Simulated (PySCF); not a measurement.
Which proton of m-xylene is most acidic?

Molecule: m-xylene, `Cc1cccc(C)c1` (C8H10). Coordinates in Å; atoms count from 1 in this order:
```
C    -2.4417   -1.0793    0.1619
C    -1.2100   -0.2391   -0.0199
C    -1.3061    1.1058   -0.3923
C    -0.1587    1.8863   -0.5260
C     1.0987    1.3353   -0.2924
C     1.2273   -0.0096    0.0769
C     2.5830   -0.6135    0.3098
C     0.0639   -0.7745    0.2073
H    -3.2261   -0.8066   -0.5592
H    -2.8655   -0.9441    1.1712
H    -2.2225   -2.1497    0.0397
H    -2.2894    1.5463   -0.5800
H    -0.2469    2.9361   -0.8171
H     1.9937    1.9548   -0.4007
H     2.5068   -1.6322    0.7148
H     3.1588   -0.6695   -0.6284
H     3.1741   -0.0112    1.0169
H     0.1523   -1.8273    0.4943
```

Energies: ωB97X-D3(BJ)/ma-def2-TZVP (PySCF, density fitting, integration grid level 2) on PBE0-D3(BJ)/ma-def2-SVP structures. The prefix ma- adds one diffuse s and one diffuse p function on all atoms but H. ωB97X-D3(BJ) is ωB97X-V with D3(BJ) in place of VV10. Thermal corrections: GFN2-xTB frequencies, unscaled, ideal gas at 298.15 K and 1 bar, quasi-RRHO entropy. These were taken at the GFN2-xTB minima.

```jsonl
{"site": "C1 (benzylic-type carbon)", "product": "[CH2-]c1cccc(C)c1", "ΔH(acid) / kJ/mol": "1620", "ΔG(acid) / kJ/mol": "1592", "gas share": "> 99.9 %", "above best in toluene / kJ/mol": "0.0", "above best in acetonitrile / kJ/mol": "0.0"}
{"site": "C8 (aromatic carbon)", "product": "Cc1[c-]c(C)ccc1", "ΔH(acid) / kJ/mol": "1686", "ΔG(acid) / kJ/mol": "1655", "gas share": "< 0.1 %", "above best in toluene / kJ/mol": "54.6", "above best in acetonitrile / kJ/mol": "41.0"}
{"site": "C4 (aromatic carbon)", "product": "Cc1c[c-]cc(C)c1", "ΔH(acid) / kJ/mol": "1695", "ΔG(acid) / kJ/mol": "1660", "gas share": "< 0.1 %", "above best in toluene / kJ/mol": "52.8", "above best in acetonitrile / kJ/mol": "34.0"}
```

ΔH and ΔG refer to AH → A⁻ + H⁺ in the gas phase. Shares are Boltzmann weights among the listed products; an error of 10 kJ/mol changes a ratio about 56-fold. Sites whose products fell apart, merged with another or lost in a GFN2-xTB screen aren't listed. Values in solvent are IEF-PCM free energies relative to the most favourable product.

Among these, C1 (benzylic-type carbon) wins by 64 kJ/mol in gas-phase free energy over C8.

In toluene the product from C1 is solvated 119 kJ/mol more strongly than the parent (electrostatics only).

In acetonitrile the product from C1 is solvated 208 kJ/mol more strongly than the parent (electrostatics only).

Vertical detachment energies of the anions: `[CH2-]c1cccc(C)c1` 0.83 eV.

Deprotonation enthalpy (ΔH), Gas-phase acidity (ΔG): the gap is larger than usual, and may come from another state, site, conformer or species, from the functional or basis, or from an outlying measurement.

Measured values (NIST Chemistry WebBook, evaluated or the median of agreeing entries): deprotonation enthalpy (ΔH) 1594 kJ/mol (computed 1620, difference 26); gas-phase acidity (ΔG) 1564 kJ/mol (computed 1592, difference 27). These are compared with the most favourable site that keeps the skeleton.

Caveats: the order of C8 and C4 is undecided: the gaps lie inside the method's error (some 10 kJ/mol, one structure a species); C3 is not listed: the run failed or kept an imaginary mode, or the ion rearranged or equalled another.

Run with `OMP_NUM_THREADS=1 python redox_run.py task.json out` on 1 thread of AMD EPYC 9R45 96-Core, a shared host. Structures, frequencies and single points: 12 min of wall time.

Differences come from unrounded values, so a last digit can differ from that of the printed terms.
